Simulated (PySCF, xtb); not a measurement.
H13N3Si4, SMILES [SiH3]N[SiH](N[SiH3])N[SiH3].

GFN2-xTB run with xtb at its own geometry gives an orbital gap of 5.17 eV and a dipole moment of 0.24 D.

Geometry optimised at PBE0-D3(BJ)/def2-SVP. The values are those of a single conformer.

**Question.** What does M06-2X/def2-SVP (PySCF) give? (Estimate from the structure and the level; the computed values follow.)

**Answer.** gap 9.84 eV (levels -8.52 and 1.32 eV), dipole 1.17 D.
